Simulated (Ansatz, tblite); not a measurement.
Cost and result up the ladder for Ge2H⁻ (3 atoms). Total charge -1; singlet. Geometry: PBE-D4/def2-TZVPD.

```xyz
3

Ge   -0.088   -0.087    0.163
Ge    0.828    0.786   -1.629
H    -0.740   -0.699    1.467
```

Ansatz on 4 threads of AMD EPYC 7R43 on a shared host; xTB runs through tblite on one thread. Times are rough, summed over both states, and most runs start from the orbitals of an earlier one. ωB97X-V/def2-TZVPD serves as the yardstick here, not as an exact answer. The other state is a quintet at its own geometry.

The xTB rows come from tblite. LC-ωPBE has ω = 0.4 bohr⁻¹. B3LYP takes the VWN-RPA correlation. Correlated methods freeze 18 core orbitals; core or outer-core shells of Ge are correlated, in sets that lack core-valence functions. At PBE0-D4/def2-TZVPD a singlet of charge -1 lies 1.38 eV below the quintet, each at its own geometry. The structure comes from a short search, and lower isomers may exist.

Run but left out: HF/def2-TZVPD, HF/def2-TZVPPD (singlet: restricted singlet, unstable towards broken spin symmetry).

Correlated methods converge slowly with the basis.

xTB has no spin-polarisation term.

| level | functions | wall time |
| --- | --- | --- |
| GFN2-xTB | 19 | 0.01 s |
| GFN1-xTB | 20 | 0.018 s |
| LDA (SPW92)/def2-TZVPD | 117 | 1.9 s |
| PBE-D4/def2-TZVPD | 117 | 3.2 s |
| MP2/def2-TZVPD | 117 | 4.6 s |
| LC-ωPBE/def2-TZVPD | 117 | 4.8 s |
| RPA@PBE/def2-TZVPD | 117 | 5.6 s |
| B3LYP-D4/def2-TZVPD | 117 | 6.2 s |
| r2SCAN-D4/def2-TZVPD | 117 | 6.7 s |
| r2SCAN0-D4/def2-TZVPD | 117 | 8.5 s |
| PBE0-D4/def2-TZVPD (with forces) | 117 | 8.8 s |
| ωB97X-V/def2-TZVPD | 117 | 13 s |
| CCSD(T)/def2-TZVPPD | 125 | 31 s |

Task: Estimate what each level gives for the quintet − singlet (eV).

Result: 
| level | quintet − singlet (eV) | difference from ωB97X-V/def2-TZVPD (eV) | remarks |
| --- | --- | --- | --- |
| GFN2-xTB | 2.63 | 1.17 | – |
| GFN1-xTB | 3.89 | 2.42 | – |
| LDA (SPW92)/def2-TZVPD | 2.19 | 0.72 | HOMO above zero (quintet), HOMO above zero (singlet) |
| PBE-D4/def2-TZVPD | 1.65 | 0.18 | HOMO above zero (quintet), HOMO above zero (singlet) |
| MP2/def2-TZVPD | 1.82 | 0.35 | restricted SCF unstable (singlet) |
| LC-ωPBE/def2-TZVPD | 0.95 | -0.52 | – |
| RPA@PBE/def2-TZVPD | 1.66 | 0.19 | – |
| B3LYP-D4/def2-TZVPD | 1.54 | 0.07 | HOMO above zero (quintet), HOMO above zero (singlet) |
| r2SCAN-D4/def2-TZVPD | 1.50 | 0.03 | HOMO above zero (quintet), HOMO above zero (singlet) |
| r2SCAN0-D4/def2-TZVPD | 1.26 | -0.20 | HOMO above zero (quintet) |
| PBE0-D4/def2-TZVPD (with forces) | 1.38 | -0.09 | HOMO above zero (quintet) |
| ωB97X-V/def2-TZVPD | 1.47 | 0.00 | – |
| CCSD(T)/def2-TZVPPD | 1.68 | 0.21 | restricted SCF unstable (singlet) |
